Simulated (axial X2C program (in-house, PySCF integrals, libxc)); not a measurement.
## Density and ELF of Ge₂⁺

Computed with an in-house relativistic program for diatomic molecules. Two-component (2c) means X2C with spin–orbit coupling and atomic mean-field two-electron Coulomb and Gaunt terms. Basis: Ge dyall-cv3z [9s9p7d4f1g] (cores contracted in-house); Gaussian nuclei, density fitting, unrestricted open shells. Masses: Ge 73.921 u.

PBE0, with spin–orbit coupling, state Ω = 3/2 (⟨Sz⟩ = 1.50, ⟨Lz⟩ = 0.00 at PBE0); Ge at z = 0, Ge at z = 2.414 Å.

The maps cover the half plane through the axis: z from -2.4 to 4.8 Å along the bond, ρ from 0.15 to 2.25 Å away from it (steps of 0.3 Å, the bottom row nearest the axis).

log10 of the density in e/bohr³:

digits 0 to 9 span -4.85 to 1.38 evenly
```
0011122222222222222211100
0112223333333333333222110
0122333444444444443332210
1223344444444444444433221
1233445555555555555443321
2234455666555556665544322
2234556787655567876554332
2334557898765668997554332
```

Electron localisation function (collinear form, no current term, damped to 0 at low density):

digits 0 to 9 span 0.00 to 1.00 evenly
```
0000001112222222111000000
0000123333333333333210000
0002456655555555566542000
0025677766665666677765200
0157887544566654456887520
0378874211356531124788740
1578852464146413642588751
1588842727235327272378861
```

Axial spin density in 10⁻³ e/bohr³:

digits 0 to 9 span -12.21 to 12.21 evenly, values beyond are clipped
```
5555555555555555555555555
5555555555555555555555555
5555555666666666665555555
5555566777777777776655555
5555678999999999998765555
5556799999999999999976555
5556999745999995479996555
5557999549799978569997555
```

The state is a single determinant with fixed occupations, the lowest that a limited PBE0 search found. Density functionals use the spin component along the axis (collinear). Other states lie close and PBE0, whose exact exchange favours high spin, may order them wrongly; the determinant shown need not be the ground state. The nearest other 2c determinant of the search, Ω = 1/2, lies 0.43 eV up at the distance of the search. With several unpaired electrons one determinant need not be a pure state. This is the top spin component of a Σ state; components of lower Ω are not single determinants and can lie lower.
